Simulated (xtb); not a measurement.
CHNO, charge -1, doublet, from a rough starting geometry (a state made from the parent by changing its charge; the spin is typed, not shown lowest); GFN2-xTB in xtb.

xtb was given this input:
```
$ xtb mol.xyz --gfn 2 --chrg -1 --uhf 1 --opt vtight --json

# file mol.xyz
4

N     -0.71718357     0.23813937     0.08671329
C      0.50594404     0.00376428    -0.11853541
O      1.58160161    -0.06149752    -0.55875297
H     -1.38818446    -0.17130070     0.58137502
```

The log (banner, timings and long lists left out):

```
   ID    Z sym.   atoms
    1    7 N      1
    2    6 C      2
    3    8 O      3
    4    1 H      4

           -------------------------------------------------
          |                Calculation Setup                |
           -------------------------------------------------

           -------------------------------------------------
          |                 G F N 2 - x T B                 |
           -------------------------------------------------

          ...................................................
          :                      SETUP                      :
          :.................................................:
          :  # basis functions                  13          :
          :  # atomic orbitals                  13          :
          :  # shells                            7          :
          :  # electrons                        17          :
          :  max. iterations                   250          :
          :  Hamiltonian                  GFN2-xTB          :
          :  restarted?                      false          :
          :  GBSA solvation                  false          :
          :  PC potential                    false          :
          :  electronic temp.          300.0000000     K    :
          :  accuracy                    1.0000000          :
          :  -> integral cutoff          0.2500000E+02      :
          :  -> integral neglect         0.1000000E-07      :
          :  -> SCF convergence          0.1000000E-05 Eh   :
          :  -> wf. convergence          0.1000000E-03 e    :
          :  Broyden damping             0.4000000          :
          :  net charge                         -1          :
          :  unpaired electrons                  1          :
          ...................................................

 iter      E             dE          RMSdq      gap      omega  full diag
   1     -9.8105951 -0.981060E+01  0.548E+00    0.75       0.0  T
   2     -9.8172069 -0.661179E-02  0.293E+00    0.65       1.0  T
   3     -9.8170213  0.185603E-03  0.908E-01    0.61       1.0  T
   4     -9.8176883 -0.667005E-03  0.157E-01    0.59       1.0  T
   5     -9.8177072 -0.189637E-04  0.628E-02    0.59       1.0  T
   6     -9.8177079 -0.644720E-06  0.127E-02    0.59       3.9  T
   7     -9.8177079 -0.674692E-07  0.564E-03    0.59       8.9  T
   8     -9.8177080 -0.605783E-07  0.105E-03    0.59      47.7  T
[...]
 * total energy  :    -9.7293572 Eh     change       -0.5536884E-02 Eh
 * total energy  :    -9.7335867 Eh     change       -0.4229494E-02 Eh
 * total energy  :    -9.7364630 Eh     change       -0.2876324E-02 Eh
 * total energy  :    -9.7383149 Eh     change       -0.1851966E-02 Eh
 * total energy  :    -9.7394171 Eh     change       -0.1102113E-02 Eh
 * total energy  :    -9.7397307 Eh     change       -0.3136126E-03 Eh
 * total energy  :    -9.7399074 Eh     change       -0.1766853E-03 Eh
 * total energy  :    -9.7399263 Eh     change       -0.1892519E-04 Eh
 * total energy  :    -9.7399306 Eh     change       -0.4350219E-05 Eh
 * total energy  :    -9.7399311 Eh     change       -0.4501636E-06 Eh
 * total energy  :    -9.7399312 Eh     change       -0.1167093E-06 Eh
 * total energy  :    -9.7399312 Eh     change       -0.3529538E-08 Eh
   *** GEOMETRY OPTIMIZATION CONVERGED AFTER 15 ITERATIONS ***
         :: total energy              -9.739931206222 Eh    ::
[...]
        11                          0.3378254               9.1927
        12                          0.6086664              16.5627
        13                          0.8427044              22.9312
      -------------------------------------------------------------
                  HL-Gap            0.0761664 Eh            2.0726 eV
             Fermi-level           -0.0050094 Eh           -0.1363 eV

     #   Z          covCN         q      C6AA      α(0)
     1   7 N        1.770    -0.501    34.360     8.680
     2   6 C        1.766     0.072    29.420     8.770
     3   8 O        0.856    -0.595    25.996     6.836
     4   1 H        0.859     0.023     2.702     2.575

 Mol. C6AA /au·bohr⁶  :        323.095730
 Mol. C8AA /au·bohr⁸  :       7237.455650
 Mol. α(0) /au        :         26.860157

Wiberg/Mayer (AO) data.
largest (>0.10) Wiberg bond orders for each atom

 ---------------------------------------------------------------------------
     #   Z sym  total        # sym  WBO       # sym  WBO       # sym  WBO
 ---------------------------------------------------------------------------
     1   7 N    2.881 --     2 C    1.679     4 H    0.968     3 O    0.234
     2   6 C    3.347 --     1 N    1.679     3 O    1.656
     3   8 O    1.908 --     2 C    1.656     1 N    0.234
     4   1 H    0.999 --     1 N    0.968
 ---------------------------------------------------------------------------

Topologies differ in total number of bonds
Writing topology from bond orders to xtbtopo.mol

molecular dipole:
                 x           y           z       tot (Debye)
 q only:       -1.072      -0.410       0.729
   full:       -1.159      -0.538       0.867       3.925
molecular quadrupole (traceless):
                xx          xy          yy          xz          yz          zz
 q only:       -5.282       0.313       3.057       2.812       0.120       2.225
  q+dip:       -5.506       0.898       2.975       2.497       0.204       2.531
   full:       -5.781       1.181       3.003       2.550       0.532       2.778

optimized geometry written to: xtbopt.xyz

           -------------------------------------------------
          | TOTAL ENERGY               -9.739931206222 Eh   |
          | GRADIENT NORM               0.000011200845 Eh/α |
          | HOMO-LUMO GAP               2.072592840184 eV   |
           -------------------------------------------------

normal termination of xtb
```
